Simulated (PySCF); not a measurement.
PySCF 2.14 output of an unrestricted PBE calculation on a single atom or ion in aug-cc-pVQZ-DK, with scalar relativity by spin-free X2C-1e:

```
SCF conv_tol = 1e-09
number electrons alpha = 6  beta = 6
    J. P. Perdew, K. Burke, and M. Ernzerhof.,  Phys. Rev. Lett. 77, 3865 (1996)
    J. P. Perdew, K. Burke, and M. Ernzerhof.,  Phys. Rev. Lett. 78, 1396 (1997)
    J. P. Perdew, K. Burke, and M. Ernzerhof.,  Phys. Rev. Lett. 77, 3865 (1996)
    J. P. Perdew, K. Burke, and M. Ernzerhof.,  Phys. Rev. Lett. 78, 1396 (1997)
cycle= 1 E= -339.712660573617  delta_E= -0.00402  |g|= 0.037  |ddm|= 1.04
cycle= 2 E= -339.712782570522  delta_E= -0.000122  |g|= 0.0119  |ddm|= 0.382
cycle= 3 E= -339.712797952261  delta_E= -1.54e-05  |g|= 0.000155  |ddm|= 0.0889
cycle= 4 E= -339.712797956211  delta_E= -3.95e-09  |g|= 4.79e-07  |ddm|= 0.000872
cycle= 5 E= -339.71279795621  delta_E= 1.71e-13  |g|= 3.53e-09  |ddm|= 2.59e-06
converged SCF energy = -339.71279795621  <S^2> = -1.0658141e-14  2S+1 = 1
```

The run itself started from symmetry-adapted Hartree-Fock orbitals and held the occupation by maximum overlap, on a logarithmic radial grid, so the iterations belong to that start.

Task: Which element, charge and spin multiplicity is this?

Result: P³⁺ (phosphorus, charge +3), multiplicity 1; the state was [Ne] 3s2, closed-shell 1S.
